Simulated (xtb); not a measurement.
I₄Ti (SMILES [I][Ti]([I])([I])[I]), singlet, geometry from GFN2-xTB (such geometries of metal compounds can be far from the true shape); GFN0-xTB (xtb 6.7.1).

xtb was given this input:
```
$ xtb mol.xyz --gfn 0 --etemp 1000 --json

# file mol.xyz
5

Ti    -0.00000000     0.00000000    -0.00000000
I      2.09524070    -0.59546698    -1.49603154
I      0.78783176     0.44202976     2.48327520
I     -1.17364265     2.16819622    -0.95090116
I     -1.70942982    -2.01475900    -0.03634250
```

The log (banner, timings and long lists left out):

```
   ID    Z sym.   atoms
    1   22 Ti     1
    2   53 I      2-5

           -------------------------------------------------
          |                Calculation Setup                |
           -------------------------------------------------

           -------------------------------------------------
          |                 G F N 0 - x T B                 |
           -------------------------------------------------

          ...................................................
          :                      SETUP                      :
          :.................................................:
          :  # basis functions                  50          :
          :  # atomic orbitals                  45          :
          :  # shells                           15          :
          :  # electrons                        32          :
          :  electronic temp.         1000.0000000     K    :
          :  accuracy                    1.0000000          :
          :  -> integral cutoff          0.2500000E+02      :
          :  -> integral neglect         0.1000000E-07      :
          ...................................................

         :::::::::::::::::::::::::::::::::::::::::::::::::::::
         ::                     SUMMARY                     ::
         :::::::::::::::::::::::::::::::::::::::::::::::::::::
         :: total energy             -15.862585172373 Eh    ::
         :: gradient norm              0.010230926781 Eh/a0 ::
         :: HOMO-LUMO gap              3.415170774889 eV    ::
         ::.................................................::
         :: H0 energy                -15.695723484998 Eh    ::
         :: repulsion energy           0.037980452453 Eh    ::
         :: electrostat energy        -0.202357479373 Eh    ::
         :: -> Gsolv                   0.000000000000 Eh    ::
         ::    -> Gsasa                0.000000000000 Eh    ::
         ::    -> Gshift               0.000000000000 Eh    ::
         :: dispersion energy         -0.002484660457 Eh    ::
         :: short-range corr.          0.000000000000 Eh    ::
         :: add. restraining           0.000000000000 Eh    ::
         :: total charge               0.000000000000 e     ::
         :::::::::::::::::::::::::::::::::::::::::::::::::::::

           -------------------------------------------------
          |                Property Printout                |
           -------------------------------------------------

    * Orbital Energies and Occupations

         #    Occupation            Energy/Eh            Energy/eV
      -------------------------------------------------------------
         1        2.0000           -0.6653451             -18.1050
       ...           ...                  ...                  ...
         4        2.0000           -0.6583892             -17.9157
         5        2.0000           -0.4651511             -12.6574
         6        2.0000           -0.4385152             -11.9326
         7        2.0000           -0.4385152             -11.9326
         8        2.0000           -0.4385152             -11.9326
         9        2.0000           -0.4341474             -11.8138
        10        2.0000           -0.4341474             -11.8138
        11        2.0000           -0.4288917             -11.6707
        12        2.0000           -0.4288917             -11.6707
        13        2.0000           -0.4288917             -11.6707
        14        2.0000           -0.4238942             -11.5347
        15        2.0000           -0.4238942             -11.5347
        16        2.0000           -0.4238942             -11.5347 (HOMO)
        17                         -0.2983890              -8.1196 (LUMO)
        18                         -0.2983890              -8.1196
        19                         -0.2789722              -7.5912
        20                         -0.2789722              -7.5912
        21                         -0.2789722              -7.5912
        22                         -0.0707189              -1.9244
        23                         -0.0578813              -1.5750
        24                         -0.0578813              -1.5750
        25                         -0.0578813              -1.5750
        26                         -0.0542402              -1.4760
        27                         -0.0542402              -1.4760
       ...                                ...                  ...
        45                          2.3306342              63.4198
      -------------------------------------------------------------
                  HL-Gap            0.1255052 Eh            3.4152 eV
             Fermi-level            0.0000000 Eh            0.0000 eV

     #   Z          covCN         q      C6AA      α(0)
     1  22 Ti       3.268     0.895   206.046    31.691
     2  53 I        0.841    -0.224   386.980    33.981
     3  53 I        0.841    -0.224   386.980    33.981
     4  53 I        0.841    -0.224   386.980    33.981
     5  53 I        0.841    -0.224   386.980    33.981

 Mol. C6AA /au·bohr⁶  :       8597.836034
 Mol. C8AA /au·bohr⁸  :     822784.007003
 Mol. α(0) /au        :        167.613154

Wiberg/Mayer (AO) data.
largest (>0.10) Wiberg bond orders for each atom

 ---------------------------------------------------------------------------
     #   Z sym  total        # sym  WBO       # sym  WBO       # sym  WBO
 ---------------------------------------------------------------------------
     1  22 Ti   3.354 --     2 I    0.839     3 I    0.839     5 I    0.839
                             4 I    0.839
     2  53 I    0.909 --     1 Ti   0.839
     3  53 I    0.909 --     1 Ti   0.839
     4  53 I    0.909 --     1 Ti   0.839
     5  53 I    0.909 --     1 Ti   0.839
 ---------------------------------------------------------------------------

Topologies differ in total number of bonds
Writing topology from bond orders to xtbtopo.mol

 dipole moment from electron density (au)
     X       Y       Z
   0.0000  -0.0000  -0.0000  total (Debye):    0.000

           -------------------------------------------------
          | TOTAL ENERGY              -15.862585172373 Eh   |
          | GRADIENT NORM               0.010230926781 Eh/α |
          | HOMO-LUMO GAP               3.415170774889 eV   |
           -------------------------------------------------

normal termination of xtb
```
